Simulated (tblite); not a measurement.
Level: GFN2-xTB in tblite, geometry and Hessian alike; calculated harmonic values, unscaled, isolated species. Errors from tens to a few hundred cm⁻¹ against measured bands are possible. Modes of hydrogen on phosphorus and silicon can be 10 to 20 % off. One conformer each. Thermal functions are those of the rigid rotor and harmonic oscillator, without mixing of conformers.

Problem. Order these by their zero-point energy, highest first (kJ/mol).
A. `FC(F)([Si@H]1[SiH2][SiH2]C1)C(O)=O` (C3H8F2O2Si3)
B. `C[Si@@H](C[SiH3])C1CCC1` (C6H16Si2)
C. `C[C+](C)C(C)C` ([C6H13]+)
D. `C/C=C/[P@@](C)(=O)/C=C/P` (C6H12OP2)
E. `C=CF` (C2H3F)
F. `C=CC[P@](C)(=O)P` (C4H10OP2)
G. `C=N[SiH2]C(F)(F)F` (C2H4F3NSi)

Solution. B (515.7), C (448.4), D (419.4), F (335.2), A (265.3), G (154.3), E (112.0).

```
                             SMILES  atoms  mass (u)  symmetry number  modes under 300 cm⁻¹  ZPE (kJ/mol)  S translation (J/(mol K))  S rotation  S vibration      S     Cp
            C[Si@@H](C[SiH3])C1CCC1     24    144.08                1                    10         515.7                      170.8       124.9        162.1  457.9  195.3
                      C[C+](C)C(C)C     19     85.10                1                     7         448.4                      164.3       112.4         92.4  369.1  138.2
           C/C=C/[P@@](C)(=O)/C=C/P     21    162.04                1                    13         419.4                      172.3       129.6        176.0  477.9  198.0
                   C=CC[P@](C)(=O)P     17    136.02                1                     9         335.2                      170.1       120.6        131.4  422.2  160.9
O=C(O)C(F)(F)[Si@@H]1C[SiH2][SiH2]1     18    197.98                1                     9         265.3                      174.8       129.5        190.3  494.7  221.3
                  C=N[SiH2]C(F)(F)F     11    127.01                1                     6         154.3                      169.3       118.2        103.1  390.6  133.0
                               C=CF      6     46.02                1                     0         112.0                      156.6        89.7          6.9  253.2   51.1
```

Entropies and Cp are for 298.15 K and 1 bar.
